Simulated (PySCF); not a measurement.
C₆ coefficients of unlike pairs at PBE

Calculated with PySCF 2.14 from the dipole response of each species, C₆(A,B) = (3/π) ∫ α_A(iu) α_B(iu) du, in atomic units, from isotropic polarisabilities. For ions this is the dispersion term alone; charge-induced terms of lower order in 1/R come first.

```csv
species,configuration,basis,relativity,α (bohr³),C₆ (like pair)
C³⁺,[He] 2s1 (2S),aug-cc-pVQZ-DK (6s5p4d3f2g),spin-free X2C,3.090,2.438
As,[Ar] 3d10 4s2 4p3 (4S),aug-cc-pVDZ-PP with ECP10MDF (5s4p3d),core potential,32.01,273.2
Fe,[Ar] 3d6 4s2 (5D),aug-cc-pVTZ (8s7p5d3f2g),none,63.20,564.4
Mg,[Ne] 3s2 (1S),aug-cc-pCVTZ (8s7p5d3f),none,74.26,662.9
```

Q: Estimate C₆ for Fe with C³⁺.

A: The integral gives 35.95. The combination rule 2 C_A C_B / (C_A α_B/α_A + C_B α_A/α_B) gives 35.53 and the geometric mean 37.10.

No spin-orbit coupling is included.

The other pairs:

| pair | C₆ |
| --- | --- |
| As, C³⁺ | 25.77 |
| Mg, Fe | 606.9 |
| Mg, As | 393.4 |
| Mg, C³⁺ | 37.50 |
| Fe, As | 377.9 |
